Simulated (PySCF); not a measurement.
This PySCF input asks for the NMR shieldings of `C[C@@H]1C[Si@@H](CF)N1`, C$_{4}$H$_{10}$FNSi; the geometry comes from GFN2-xTB.

```python
import basis_set_exchange as bse
import numpy as np
from pyscf import gto, dft
from pyscf.prop import nmr

atoms = """
C    -2.355716   -0.076880    0.732295
C    -1.168215    0.337537   -0.120326
C    -0.300680   -0.846034   -0.576661
Si    1.014672   -0.264728    0.677786
C     2.763829    0.237683    0.088991
F     3.552898    0.520787    1.188332
N    -0.123154    1.020785    0.640999
H    -2.017448   -0.709278    1.549913
H    -2.848898    0.799159    1.149517
H    -3.078041   -0.626771    0.133887
H    -1.515511    0.972609   -0.943785
H    -0.760944   -1.809855   -0.392521
H    -0.031871   -0.789573   -1.626444
H     1.180358   -1.109656    1.868214
H     2.771210    1.134366   -0.533379
H     3.274028   -0.566154   -0.445417
H    -0.363515    1.788033    1.248151
"""
names = dict.fromkeys(["C", "Si", "F", "N", "H"], "pcSseg-1")
basis = {el: gto.basis.parse(bse.get_basis(n, elements=[el], fmt="nwchem")) for el, n in names.items()}
mol = gto.M(atom=atoms, basis=basis, charge=0, verbose=0)
mf = dft.RKS(mol, xc="PBE0")
mf.grids.level = 2
mf.grids.alignment = dft.numint.BLKSIZE   # the property module wants whole blocks of grid points
mf.conv_tol = 1e-9
mf.kernel()

calc = nmr.RKS(mf)   # GIAO
C = mf.mo_coeff
Co = C[:, mf.mo_occ > 0]
resp = mf.gen_response(singlet=True, hermi=2)
def vind(x):   # induced exchange potential for any number of trial vectors
    d = np.einsum("pi,xij,qj->xpq", C, 2 * x.reshape(-1, C.shape[1], Co.shape[1]), Co, optimize=True)
    return np.einsum("xpq,pi,qj->xij", resp(d - d.transpose(0, 2, 1)), C, Co, optimize=True).ravel()
mo1, _ = nmr.rhf.solve_mo1(calc, with_cphf=vind)
sigma = calc.kernel(mo1)
for i, s in enumerate(sigma):   # ppm
    w = np.linalg.eigvalsh((s + s.T) / 2)
    print("%2d %-2s iso %8.1f  s11 %8.1f  s22 %8.1f  s33 %8.1f" % (i, mol.atom_pure_symbol(i), w.mean(), *w))
```

Problem. Give the expected output.

Solution. 
```
 0 C  iso    156.0  s11    140.1  s22    146.1  s33    181.9
 1 C  iso    131.2  s11    117.1  s22    121.2  s33    155.2
 2 C  iso    166.1  s11    138.8  s22    159.3  s33    200.2
 3 Si iso    349.5  s11    318.9  s22    343.7  s33    386.1
 4 C  iso    102.1  s11     61.0  s22     82.9  s33    162.5
 5 F  iso    481.3  s11    439.7  s22    484.8  s33    519.4
 6 N  iso    208.0  s11    166.9  s22    214.2  s33    243.1
 7 H  iso     30.5  s11     27.6  s22     29.9  s33     34.0
 8 H  iso     30.4  s11     26.6  s22     28.0  s33     36.5
 9 H  iso     30.4  s11     26.4  s22     27.8  s33     37.1
10 H  iso     27.7  s11     23.9  s22     26.2  s33     33.1
11 H  iso     30.9  s11     26.9  s22     29.4  s33     36.4
12 H  iso     29.9  s11     27.1  s22     27.4  s33     35.3
13 H  iso     25.7  s11     22.2  s22     24.8  s33     30.2
14 H  iso     26.7  s11     22.6  s22     26.9  s33     30.5
15 H  iso     27.0  s11     22.9  s22     27.5  s33     30.7
16 H  iso     31.1  s11     23.6  s22     28.3  s33     41.4
```

These numbers come from an equivalent density-fitted implementation of the same equations, which agrees with the script to about 0.01 ppm for H and up to a few tenths of a ppm for heavy atoms, so last digits may differ.

Problem. Turn these shieldings into chemical shifts. Scale: ¹³C (σ = 186.93 ppm), ²⁹Si (σ = 349.16 ppm), ¹H (σ = 31.72 ppm) against TMS; ¹⁹F (σ = 170.95 ppm) against CFCl3; NH3 for ¹⁵N (σ = 267.73 ppm) (reference shieldings calculated alike).

Solution. Averaging equivalent atoms: C 4: 84.8; C 1: 55.8; C 0: 30.9; C 2: 20.8; Si 3: -0.4; F 5: -310.4; N 6: 59.7; H 13: 5.98; H 14: 5.06; H 15: 4.71; H 10: 4.01; H 12: 1.80; H 7/8/9: 1.29; H 11: 0.83; H 16: 0.63 ppm. Unscaled 19F shifts against computed CFCl3 carry errors that often reach 10 to 50 ppm. Experimental scales use liquid or dissolved standards, which lie at an offset from isolated NH3 (liquid NH3: subtract about 20 ppm).

Size and cost of the density-fitted run: 176 basis functions, 2.2 min wall time (63 s CPU) on 1 thread of an Intel Xeon, shared host; peak memory 0.79 GiB.
